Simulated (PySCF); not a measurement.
Correlation energy of Re⁺ (rhenium, charge +1)

[Xe] 4f14 5d5 6s1, high-spin 7S determinant. Calculation: PySCF 2.14, in def2-TZVPPD with the def2 core potential (60 electrons) (6s5p3d2f1g, 59 functions); scalar relativity through the core potential. Frozen: 5s2 5p6; 6 electrons correlated.

| level | correlation energy (mhartree) |
| --- | --- |
| CCSD | -80.59 |
| (T) | -1.51 |
| CCSD(T) | -82.10 |

Diagnostics: T1 = 0.0040, D1 = 0.0124, largest double amplitude 0.024.

Task: Is a single reference adequate?

Result: Yes, within this model without spin-orbit coupling: T1 lies below 0.03 and no double amplitude reaches 0.07.
